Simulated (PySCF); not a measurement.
TiH₃: umbrella curve

Level of theory: UPBE0/[Ti def2-TZVP, H def2-TZVP], no relativity, density fitting, PySCF.

Rigid scan from the doublet minimum (Ti–H 1.730 Å (×3); H–Ti–H 118.3° (×3)). Coordinate: angle between each bond and the threefold axis, bonds fixed. Energies in kJ/mol from the minimum.

(1) Predict the curve at 55, 60, 65, 70, 75, 80, 85, 90.

## Answers

(1) 
```csv
angle of the bonds to the threefold axis (°),E (kJ/mol),dipole size (D),⟨S²⟩
55,55.6,5.09,0.77
60,33.4,4.49,0.77
65,17.4,3.85,0.76
70,7.2,3.17,0.76
75,2.0,2.45,0.76
80,0.2,1.68,0.76
85,0.1,0.85,0.76
90,0.2,0.00,0.76
```

Open d and f shells are described by one determinant, and the ground state may have another occupation or spin.

The scan took 15 s on 2 threads of a shared AMD EPYC 7R43 64-Core (Zen 3) host; the process peaked at 0.76 GiB. Launch command: `OMP_NUM_THREADS=2 python axn.py task.json out`.
